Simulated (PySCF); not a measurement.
Molecule: `[CH2+]c1ccccc1`, [C7H7]+.

Bonds (- single, = double, # triple, : aromatic): C1-C2, C2:C3, C3:C4, C4:C5, C5:C6, C6:C7, C7:C2. C1 carries H8, H9; C3 carries H10; C4 carries H11; C5 carries H12; C6 carries H13; C7 carries H14. Formal charges: C1 +1.

Total charge +1.

Frames of a GFN2-xTB Langevin trajectory at 300 K; GIAO PBE0/pcSseg-1 shieldings in PySCF 2.14, gas phase, non-relativistic; equivalent atoms averaged within each frame.

Shifts are taken against calculated references (same method and geometry level): TMS for $^{13}$C (186.93 ppm) and $^{1}$H (31.72 ppm). The references are static minima.

Task: How do the shifts (ppm) fluctuate along the trajectory?

Result: 
```
         time (fs)     C1     C5  C3/C7     C2  C4/C6  H8/H9    H12  H10/H14  H11/H13
optimised geometry  212.0  177.8  164.8  147.9  141.9   9.57   9.53     8.96     8.68
               250  210.0  179.8  162.5  151.3  136.5   9.52   9.39     8.78     8.59
               425  213.1  186.4  160.6  145.6  143.6   9.77   9.74     8.60     9.22
               625  200.5  182.6  168.9  150.7  139.8   9.43   9.80     8.81     8.17
               800  215.8  175.7  169.6  148.8  142.5  10.39   9.89     9.14     8.20
              1000  195.7  182.9  177.0  145.2  146.6   9.25  10.22     9.10     9.14
    mean of frames  207.0  181.5  167.7  148.3  141.8   9.67   9.81     8.89     8.66
standard deviation    8.6    4.0    6.5    2.8    3.8   0.44   0.30     0.23     0.50
```

5 frames give an uncertainty of the mean of about the standard deviation over 2.2 at best, since frames this close in time may not be independent; classical motion lacks zero-point vibration, and the reference would need the same averaging.
